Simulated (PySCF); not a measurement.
C₄H₈O, charge +1, multiplicity 2. Atoms are numbered in the order given.

```xyz
13

C     -0.7387     0.2014     0.9987
C      0.7387    -0.2014     0.9987
C      1.1526     0.1090    -0.4245
O      0.0000     0.0000    -1.2178
C     -1.1526    -0.1090    -0.4245
H     -1.3402    -0.3467     1.7353
H     -0.8681     1.2784     1.1940
H      1.3402     0.3467     1.7353
H      0.8681    -1.2784     1.1940
H      1.9433    -0.4874    -0.9192
H      1.4787     1.1709    -0.5848
H     -1.4787    -1.1709    -0.5848
H     -1.9433     0.4874    -0.9192
```
Charge +1, spin multiplicity 2.

Geometry: PBE0-D3(BJ)/def2-SVP. The multiplicity is an assumed one; no other spin state was optimised. One conformer was computed; it need not be the lowest.

Level of theory: PBE0-D3(BJ)/def2-SVP (PySCF).

Harmonic, unscaled wavenumbers; measured fundamentals usually lie a few per cent lower.

Computed vibrational spectrum:
| mode | ν (cm⁻¹) | IR (km/mol) | moving atoms (share of kinetic energy) |
|---|---|---|---|
| 1 | 210 | 2.5 | H 64 %, C 36 % |
| 2 | 236 | 25.3 | H 49 %, O 33 %, C 17 % |
| 3 | 583 | 4.4 | H 60 %, C 36 % |
| 4 | 641 | 13.6 | H 62 %, C 27 %, O 11 % |
| 5 | 773 | 142.8 | C 41 %, O 30 %, H 29 % |
| 6 | 795 | 0.5 | C 43 %, O 33 %, H 24 % |
| 7 | 871 | 18.5 | C 61 %, H 38 % |
| 8 | 901 | 12.6 | C 58 %, O 24 %, H 18 % |
| 9 | 904 | 41.6 | H 58 %, C 28 %, O 13 % |
| 10 | 947 | 6.0 | C 67 %, H 32 % |
| 11 | 978 | 23.8 | H 52 %, C 45 % |
| 12 | 1002 | 0.4 | H 77 %, C 22 % |
| 13 | 1048 | 3.3 | H 56 %, C 42 % |
| 14 | 1130 | 13.4 | H 70 %, C 29 % |
| 15 | 1135 | 11.8 | H 82 %, C 10 %, O 8 % |
| 16 | 1190 | 0.2 | H 82 %, C 16 % |
| 17 | 1205 | 16.6 | H 66 %, C 32 % |
| 18 | 1275 | 11.5 | H 74 %, C 26 % |
| 19 | 1306 | 0.1 | H 91 %, C 9 % |
| 20 | 1331 | 0.0 | H 67 %, C 32 % |
| 21 | 1332 | 3.4 | H 57 %, C 43 % |
| 22 | 1343 | 174.8 | H 85 %, O 12 % |
| 23 | 1367 | 5.0 | H 68 %, C 31 % |
| 24 | 1452 | 17.9 | H 92 %, C 8 % |
| 25 | 1467 | 15.4 | H 89 %, C 11 % |
| 26 | 2867 | 319.5 | H 94 % |
| 27 | 2899 | 9.3 | H 93 % |
| 28 | 3064 | 91.0 | H 92 %, C 8 % |
| 29 | 3069 | 1.8 | H 92 % |
| 30 | 3093 | 2.3 | H 93 % |
| 31 | 3095 | 2.6 | H 94 % |
| 32 | 3181 | 2.0 | H 91 %, C 9 % |
| 33 | 3184 | 3.6 | H 91 %, C 9 % |
